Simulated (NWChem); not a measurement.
# C$_{2}$H$_{5}$ClSe; SMILES CC[Se]Cl

```xyz
9

Se    -0.8099     0.1194    -0.0738
Cl     0.8689     1.5257     0.0446
C      0.1378    -1.4599     0.5594
C      1.2499    -1.9366    -0.3492
H     -0.6762    -2.2011     0.6479
H      0.4914    -1.2401     1.5775
H      2.0125    -1.1533    -0.4708
H      0.8695    -2.2006    -1.3468
H      1.7411    -2.8239     0.0819
```
Atoms are numbered in this order, from 1.

Coordinates come from a PBE0/def2-SVP optimisation.

List the 4 lowest vertical singlet excitations from PBE/def2-SVPD, TDA (NWChem).


```csv
state,energy (eV),oscillator strength,leading excitation (squared amplitude)
S1,2.68,0.001,HOMO → LUMO (1.00)
S2,4.64,0.008,HOMO−1 → LUMO (0.98)
S3,5.00,0.001,HOMO → LUMO+1 (0.97)
S4,5.35,0.014,HOMO−2 → LUMO (0.62)
```
